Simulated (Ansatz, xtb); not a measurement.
## ClH4NSi2: which of two isomers lies lower

Structure a: `[SiH]N[SiH2]Cl`, a singlet. Structure b: `[SiH3]N[Si]Cl`, a singlet. Both are isolated molecules in the gas phase, relaxed with PBE0-D3(BJ)/pcseg-1; the shapes shown needn't be the lowest conformers.

a (Å):

| atom | x (Å) | y (Å) | z (Å) |
| --- | --- | --- | --- |
| Cl | -0.4928 | -0.3624 | 2.4160 |
| N | 0.5977 | -0.6003 | -0.5277 |
| Si | 0.5859 | -2.0130 | -1.5593 |
| Si | -0.7677 | -0.0287 | 0.3888 |
| H | 2.0583 | -1.8693 | -1.9697 |
| H | 1.4605 | -0.0699 | -0.4167 |
| H | -1.9536 | -0.7987 | -0.0544 |
| H | -0.9289 | 1.4392 | 0.2348 |

b (Å):

```xyz
8

Cl    1.9437   -1.7098    4.2936
N     0.5073   -1.5057    1.7485
Si   -0.1250   -1.4866    0.1017
Si    2.0864   -2.0460    2.1995
H    -0.4813   -0.0991   -0.3093
H     0.9630   -2.0169   -0.7645
H    -1.3366   -2.3475   -0.0071
H    -0.1204   -1.1685    2.4798
```

Task: Estimate E(b) − E(a) at the level CCSD(T)/def2-SVP + ΔMP2/def2-TZVPP.

Result: Calculated at CCSD(T)/def2-SVP + ΔMP2/def2-TZVPP: E(b) − E(a) = −9.3 kcal/mol, so structure b lies lower.

How the difference moves with the method:

| level | geometry | E(b) − E(a) (kcal/mol) | departure from the last row (kcal/mol) | job, with rough time for the two |
| --- | --- | --- | --- | --- |
| PBE0-D3(BJ)/pcseg-1 | PBE0-D3(BJ)/pcseg-1 | −10.2 | −0.9 | optimisation, 79 s |
| HF/def2-SVP | PBE0-D3(BJ)/pcseg-1 | −8.3 | +1.0 | part of the CCSD(T) run |
| MP2/def2-SVP | PBE0-D3(BJ)/pcseg-1 | −9.1 | +0.3 | part of the CCSD(T) run |
| CCSD(T)/def2-SVP | PBE0-D3(BJ)/pcseg-1 | −8.8 | +0.5 | single point |
| CCSD(T)/def2-SVP + ΔMP2/def2-TZVPP | PBE0-D3(BJ)/pcseg-1 | −9.3 |  | single point, 30 s |

As drawn, both hold the same kinds of bond in the same numbers.

The levels shown agree on the order. The largest departure from CCSD(T)/def2-SVP + ΔMP2/def2-TZVPP is that of HF/def2-SVP, 1.0 kcal/mol. Levels run at GFN2-xTB geometries aren't shown. The last row adds to CCSD(T) the change of the MP2 difference between the two basis sets, here −0.5 kcal/mol.

With harmonic frequencies from PBE0-D3(BJ)/pcseg-1 (ideal gas, rigid rotor, one conformer each, 298.15 K, 1 atm): the zero-point term adds 0.0 kcal/mol; ΔH is −9.2 and ΔG −9.4 kcal/mol.

The correlated steps freeze 16 core orbitals. Mirror images aren't counted in ΔG. Programs: Ansatz 0.2.0; the last row on 1 thread of Intel(R) Xeon(R) Platinum 8259CL CPU @ 2.50GHz (Skylake/Cascade Lake) on a shared host.
